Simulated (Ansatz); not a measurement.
Computed with Ansatz on PBE0-D4/def2-TZVP structures; ΔE is electronic, products minus reactants. CCSD(T)/CBS adds triple-zeta CCSD(T) − MP2 to the extrapolated MP2 energy (def2 sets, frozen cores). This one scheme is used for every species. Elements past krypton have def2 core potentials. For Br, Sn outer-core shells are correlated without core-valence functions, which leaves a few kJ/mol of doubt a bond. Scalar relativity is left out up to krypton.

Consider the formal exchange of groups at a B–Br bond: `C[B](Br)[SnH3]` + SiH₄ → `C[B]([SiH3])[SnH3]` + HBr.

```json
{"species": "`C[B](Br)[SnH3]`", "CCSD(T)/CBS(def2) energy (Eh)": "-2853.81538"}
{"species": "SiH₄", "CCSD(T)/CBS(def2) energy (Eh)": "-291.46306"}
{"species": "`C[B]([SiH3])[SnH3]`", "CCSD(T)/CBS(def2) energy (Eh)": "-571.31718"}
{"species": "HBr", "CCSD(T)/CBS(def2) energy (Eh)": "-2573.91920"}
```

(1) Work out ΔE.

Largest T1 diagnostic among the species: 0.014.

Answers

(1) ΔE = (-571.31718) + (-2573.91920) − (-2853.81538) − (-291.46306) = 0.04206 Eh = +110.4 kJ/mol.
